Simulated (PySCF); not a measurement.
Si(CCH)2(F)(Me) (C₅H₅FSi), SMILES C#C[Si](C)(F)C#C.

The structure is a stationary point at ωB97X-D3(BJ)/def2-SVP.

Level of theory: TDDFT-M06-2X/def2-SVPD run with PySCF.

Vertical excitations. The molecule is in vacuum. State labels are in the subgroup Cs.

```
state  symmetry  energy (eV)  λ (nm)      f                                                                  main pairs
-----  --------  -----------  ------  -----  --------------------------------------------------------------------------
S1           A"         5.38     230  0.000    HOMO→LUMO 31 %, HOMO−2→LUMO 16 %, HOMO−2→LUMO+1 13 %, HOMO−1→LUMO+6 12 %
S2           A'         5.48     226  0.000  HOMO−1→LUMO 38 %, HOMO−3→LUMO+1 17 %, HOMO→LUMO+3 11 %, HOMO−2→LUMO+6 10 %
S3           A"         6.36     195  0.004      HOMO→LUMO 27 %, HOMO−2→LUMO 22 %, HOMO−2→LUMO+1 22 %, HOMO→LUMO+1 10 %
S4           A"         6.40     194  0.001      HOMO→LUMO+1 29 %, HOMO−2→LUMO 21 %, HOMO−2→LUMO+1 17 %, HOMO→LUMO 12 %
S5           A'         6.54     190  0.001   HOMO−1→LUMO 34 %, HOMO−3→LUMO+1 33 %, HOMO→LUMO+3 15 %, HOMO−2→LUMO+3 6 %
S6           A'         6.58     189  0.002    HOMO−3→LUMO 36 %, HOMO−1→LUMO+1 32 %, HOMO−2→LUMO+3 9 %, HOMO→LUMO+6 7 %
S7           A'         7.95     156  0.008                        HOMO−4→LUMO 53 %, HOMO−1→LUMO 13 %, HOMO→LUMO+6 12 %
S8           A"         8.07     154  0.293    HOMO→LUMO+1 28 %, HOMO−2→LUMO 18 %, HOMO−2→LUMO+1 16 %, HOMO→LUMO+2 15 %
S9           A'         8.16     152  0.253                                        HOMO−1→LUMO+1 50 %, HOMO−3→LUMO 24 %
S10          A"         8.16     152  0.278                                                            HOMO→LUMO+2 64 %
T1           A"         5.03     246      0      HOMO−2→LUMO 21 %, HOMO→LUMO 21 %, HOMO→LUMO+1 15 %, HOMO−3→LUMO+6 13 %
T2           A'         5.14     241      0  HOMO−3→LUMO 29 %, HOMO−1→LUMO+1 20 %, HOMO−2→LUMO+3 12 %, HOMO→LUMO+6 10 %
T3           A"         5.47     227      0       HOMO→LUMO 37 %, HOMO−2→LUMO 21 %, HOMO−1→LUMO+6 13 %, HOMO→LUMO+1 9 %
T4           A'         5.58     222      0   HOMO−1→LUMO 46 %, HOMO→LUMO+6 10 %, HOMO−2→LUMO+6 10 %, HOMO−3→LUMO+1 9 %
```
Triplets are in the Tamm–Dancoff approximation, which puts them higher than full response would, so one can lie above its singlet here.
